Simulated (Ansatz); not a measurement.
Relaxation of F5H3OW (10 atoms, charge 0, multiplicity 1), to a largest force component of 0.03 eV/Å in at most 50 steps.

All numbers below come from RKS PBE0-D4/def2-SVP (Ansatz 0.2.0).

```xyz
10
Properties=species:S:1:pos:R:3:forces:R:3
W -0.256 0.039 -0.138 0.35 0.13 -0.10
F -0.459 0.207 1.704 -0.17 -0.05 0.30
H 0.989 0.616 -1.110 0.01 0.01 0.00
F -0.484 1.868 -0.193 0.00 0.00 -0.01
F -2.091 -0.008 -0.415 0.07 0.00 0.02
F 1.032 -1.175 0.415 -0.05 0.00 -0.02
F -0.350 -1.121 -1.581 0.01 0.01 0.03
O 2.040 1.325 1.546 -0.91 -0.30 0.31
H 2.650 0.591 1.690 -0.02 0.02 -0.01
H 1.350 1.186 2.233 0.70 0.17 -0.53
```

Where does it end, and by what steps?

The forces met the threshold. The force dipped under the threshold on the way, but the program's further checks kept it going. After 15 steps the energy has fallen by 0.491 eV; O8 moved furthest, 0.59 Å. Joined: W1–O8 (3.12 → 2.29 Å).

```csv
step,energy less start (eV),largest force component (eV/Å),accepted
0,0.0000,0.909,yes
1,-0.0750,1.497,yes
2,-0.2504,1.384,yes
3,-0.4322,1.068,yes
4,-0.4418,0.499,yes
5,-0.4715,0.434,yes
6,-0.4836,0.239,yes
7,-0.4633,0.854,no
8,-0.4887,0.070,yes
9,-0.4894,0.063,yes
10,-0.4901,0.071,yes
11,-0.4878,0.204,no
12,-0.4908,0.014,yes
13,-0.4911,0.059,yes
14,-0.4913,0.045,yes
15,-0.4914,0.007,yes
```

```xyz
10
Properties=species:S:1:pos:R:3
W -0.091 0.126 0.028
F -0.554 0.221 1.866
H 1.211 0.656 -0.909
F -0.409 1.940 -0.153
F -1.915 0.003 -0.307
F 0.982 -1.279 0.628
F -0.109 -0.930 -1.510
O 1.594 1.118 1.215
H 2.431 0.634 1.161
H 1.283 1.037 2.134
```

Time of the run: 50 s on 4 threads of Arm Neoverse V1, with other jobs on the host, peak memory 0.35 GiB.
